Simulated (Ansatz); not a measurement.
Geometry optimisation, RKS PBE0/def2-SVP in Ansatz 0.2.0.

Input:

```yaml
crystal:
  periodic: [false, false, false]
  atoms:
    - { symbol: B, position_ang: [0.0, 0.0, 0.0] }
    - { symbol: F, position_ang: [0.0, 0.0, 1.67] }
    - { symbol: H, position_ang: [1.0305, 0.0, -0.595] }
    - { symbol: Cl, position_ang: [-1.6108, 0.0, -0.93] }
    - { symbol: Si, position_ang: [-0.2882, -2.1157, 0.7095] }
    - { symbol: H, position_ang: [-0.8713, -2.9147, -0.3644] }
    - { symbol: H, position_ang: [1.0024, -2.6819, 1.0906] }
    - { symbol: H, position_ang: [-1.1828, -2.1252, 1.8632] }
    - { symbol: H, position_ang: [-0.144, -1.057, 1.6785] }
basis:
  gaussian: { orbitals: def2-SVP }
hamiltonian:
  xc: pbe0
relax:
  f_tol: 0.15
  max_steps: 25
  restrain:
    - { distance: [0, 4], at: 3.15, k: 30.0 }
    - { distance: [8, 1], at: 2.12, k: 30.0 }
    - { distance: [0, 1], at: 1.32, k: 30.0 }
    - { distance: [8, 4], at: 1.46, k: 30.0 }
```

Run as:

```bash
$ ansatz run input.yaml --threads 2 --pin off --max-ram 3072MiB --backend cpu --events-out ev --progress --plain --runs-dir out
```

Where does it end, and by what steps?

The forces met the threshold. The restraints hold the end off the free minimum. After 9 steps the energy has fallen by 5.351 eV (the restraints' own energy left out); F2 moved furthest, 1.15 Å. Parted: B1–Si5, F2–H9.

```json
{"step": "0", "energy less start (eV)": "0.0000", "largest force component (eV/Å)": "6.069", "accepted": "yes"}
{"step": "1", "energy less start (eV)": "-0.3817", "largest force component (eV/Å)": "3.866", "accepted": "yes"}
{"step": "2", "energy less start (eV)": "-1.2145", "largest force component (eV/Å)": "3.470", "accepted": "yes"}
{"step": "3", "energy less start (eV)": "-2.0474", "largest force component (eV/Å)": "2.266", "accepted": "yes"}
{"step": "4", "energy less start (eV)": "-3.3148", "largest force component (eV/Å)": "1.981", "accepted": "yes"}
{"step": "5", "energy less start (eV)": "-4.3216", "largest force component (eV/Å)": "1.552", "accepted": "yes"}
{"step": "6", "energy less start (eV)": "-5.0126", "largest force component (eV/Å)": "0.832", "accepted": "yes"}
{"step": "7", "energy less start (eV)": "-5.3047", "largest force component (eV/Å)": "0.654", "accepted": "yes"}
{"step": "8", "energy less start (eV)": "-5.3302", "largest force component (eV/Å)": "0.534", "accepted": "yes"}
{"step": "9", "energy less start (eV)": "-5.3510", "largest force component (eV/Å)": "0.550", "accepted": "yes"}
```

```xyz
9
Properties=species:S:1:pos:R:3
B -0.033 0.400 -0.013
F 0.093 1.015 1.148
H 0.936 -0.005 -0.596
Cl -1.607 0.409 -0.795
Si -0.296 -2.551 1.073
H -0.696 -2.780 -0.342
H 0.977 -3.270 1.364
H -1.373 -3.002 2.001
H -0.065 -1.109 1.282
```

Whether the end is a true minimum wasn't checked by a vibrational analysis.

The run took 23 s on 2 threads of Arm Neoverse V1, on a shared host, peak memory 0.17 GiB.
